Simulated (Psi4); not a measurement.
C₂H₃O (SMILES [CH2-]C=O), charge -1, singlet, at a GFN2-xTB geometry (a gas-phase anion, which may not be bound at this level), with bond 1-2 at 2.0 times its length. Base run: R2SCAN/def2-SVP in Psi4 1.11.

Geometry (Å):
```xyz
6

O      2.2684     0.2365    -0.9466
C      0.0140     0.3090     0.1901
H     -0.1913     1.2075     0.8617
C     -1.0188    -0.5641     0.1335
H     -1.9352    -0.3930     0.6858
H     -0.9742    -1.4659    -0.4625
```
Charge -1, spin multiplicity 1.
All else is at Psi4's defaults (density fitting).
Base energy -152.77569 Eh.

Variants of this job, named by their change:

```json
[
 {"change": "base", "ΔE vs base (µEh)": "0.0", "SCF cycles": "14", "grid points": "130431", "basis functions": "57"},
 {"change": "ints_tolerance = 1e-8", "ΔE vs base (µEh)": "0.0", "SCF cycles": "14", "grid points": "130431", "basis functions": "57"},
 {"change": "dft_radial_scheme = multiexp", "ΔE vs base (µEh)": "-0.3", "SCF cycles": "14", "grid points": "135412", "basis functions": "57"},
 {"change": "e_convergence = 1e-4", "ΔE vs base (µEh)": "0.0", "SCF cycles": "14", "grid points": "130431", "basis functions": "57"},
 {"change": "level_shift = 0.3", "ΔE vs base (µEh)": "0.0", "SCF cycles": "10", "grid points": "130431", "basis functions": "57"},
 {"change": "e_convergence = 1e-10", "ΔE vs base (µEh)": "0.0", "SCF cycles": "16", "grid points": "130431", "basis functions": "57"},
 {"change": "df_basis_scf = def2-universal-jkfit", "ΔE vs base (µEh)": "0.0", "SCF cycles": "14", "grid points": "130431", "basis functions": "57"},
 {"change": "scf_type = dfdirj+link", "ΔE vs base (µEh)": "0.0", "SCF cycles": "14", "grid points": "130431", "basis functions": "57"},
 {"change": "dft_spherical_points = 194", "ΔE vs base (µEh)": "0.1", "SCF cycles": "14", "grid points": "83828", "basis functions": "57"},
 {"change": "guess = huckel", "ΔE vs base (µEh)": "0.0", "SCF cycles": "14", "grid points": "130431", "basis functions": "57"},
 {"change": "dft_radial_scheme = becke", "ΔE vs base (µEh)": "12.1", "SCF cycles": "14", "grid points": "114599", "basis functions": "57"},
 {"change": "dft_spherical_points = 974", "ΔE vs base (µEh)": "-0.1", "SCF cycles": "14", "grid points": "420249", "basis functions": "57"},
 {"change": "diis_max_vecs = 15", "ΔE vs base (µEh)": "0.0", "SCF cycles": "15", "grid points": "130431", "basis functions": "57"}
]
```

A gas-phase anion may not be bound at this level; its values then depend on the basis.
